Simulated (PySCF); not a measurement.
First SCF of a structure search on doublet [AsH3]+, at a hand-made T-shaped geometry. PySCF input:

```python
from pyscf import gto, scf, dft
mol = gto.M(atom='''
As     0.000000     0.000000     0.000000
H      0.000000     0.000000     1.499400
H      1.498500     0.000000     0.052300
H     -1.498500     0.000000     0.052300''',
    basis={'As': 'def2-TZVP', 'H': 'def2-TZVP'},
    charge=1, spin=1)
mf = dft.UKS(mol, xc='PBE0')
mf.grids.atom_grid = (50, 194)
aux = {'As': 'def2-universal-JKFIT', 'H': 'def2-universal-JKFIT'}
mf = mf.density_fit(auxbasis=aux)
mf.conv_tol = 1e-08
mf.diis_space = 10
mf.max_cycle = 60
mf.init_guess = 'minao'
mf.verbose = 4
mf.kernel()
```

Excerpt of the output (cycles alone):

```
init E= -2236.51896942935
cycle= 1 E= -2236.93727914351  delta_E= -0.418  |g|= 0.34  |ddm|= 1.04
cycle= 2 E= -2236.94824883929  delta_E= -0.011  |g|= 0.349  |ddm|= 0.425
cycle= 3 E= -2236.96920414322  delta_E= -0.021  |g|= 0.0153  |ddm|= 0.167
cycle= 4 E= -2236.96941325104  delta_E= -0.000209  |g|= 0.00517  |ddm|= 0.0239
cycle= 5 E= -2236.96945515248  delta_E= -4.19e-05  |g|= 0.00254  |ddm|= 0.0104
cycle= 6 E= -2236.96946878404  delta_E= -1.36e-05  |g|= 0.00126  |ddm|= 0.00605
cycle= 7 E= -2236.9694736796  delta_E= -4.9e-06  |g|= 0.000391  |ddm|= 0.00445
cycle= 8 E= -2236.96947425262  delta_E= -5.73e-07  |g|= 5.72e-05  |ddm|= 0.00187
cycle= 9 E= -2236.96947426099  delta_E= -8.37e-09  |g|= 1.26e-05  |ddm|= 0.000199
Extra cycle  E= -2236.96947426122  delta_E= -2.31e-10  |g|= 8.5e-06  |ddm|= 2.67e-05
converged SCF energy = -2236.96947426122  <S^2> = 0.76041131  2S+1 = 2.0103844
```

No lower solution of this spin was found by a stability analysis within the unrestricted form.

The search for the lowest solution, with the stability check, took 2.7 s on 2 threads of a shared Arm Neoverse V1 host, with 66 basis functions; the process peaked at 0.29 GiB. Launch command: `OMP_NUM_THREADS=2 python axn.py task.json out`.
